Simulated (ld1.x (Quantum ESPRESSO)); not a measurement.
**Reading a pseudo-wave (gold)**

Columns: radius, all-electron u(r) and pseudo u(r) of the 6s shell (level -6.09 eV) of gold in the configuration [Kr] 4d10 4f14 5s2 5p6 5d10 6s1 6p0; LDA (PZ), scalar-relativistic, TM scheme, ld1.x (Quantum ESPRESSO) 7.5.

```csv
r (bohr),all-electron,pseudo
0.093,0.0548,-0.0225
0.185,0.0574,-0.0444
0.278,-0.1700,-0.0657
0.370,-0.1655,-0.0856
0.463,-0.0046,-0.1044
0.555,0.1649,-0.1215
0.648,0.2746,-0.1376
0.740,0.3081,-0.1530
0.833,0.2786,-0.1690
0.925,0.2061,-0.1864
1.018,0.1078,-0.2072
1.110,0.0003,-0.2326
1.203,-0.1087,-0.2647
1.295,-0.2105,-0.3039
1.388,-0.3037,-0.3510
1.480,-0.3845,-0.4037
1.573,-0.4541,-0.4595
1.665,-0.5115,-0.5123
1.758,-0.5586,-0.5586
1.850,-0.5952,-0.5952
1.943,-0.6233,-0.6233
2.035,-0.6433,-0.6433
2.128,-0.6567,-0.6567
2.220,-0.6639,-0.6639
2.313,-0.6662,-0.6662
2.405,-0.6642,-0.6642
```

Q: How many radial nodes do the two functions have?

A: The all-electron 6s function has n − l − 1 = 5 (the table is too coarse to show those close to the nucleus); the pseudo-wave has 0, since the states of the same l below it are removed with the core.

Q: At about which radius was the pseudo-wave matched?

A: 1.85 bohr, where the columns begin to agree (steps of 0.09 bohr).

Q: Is the pseudo-wave norm-conserving?

A: Yes: the TM scheme keeps the norm inside the radius equal to the all-electron one, which fixes the energy derivative of the logarithmic derivative at the level.
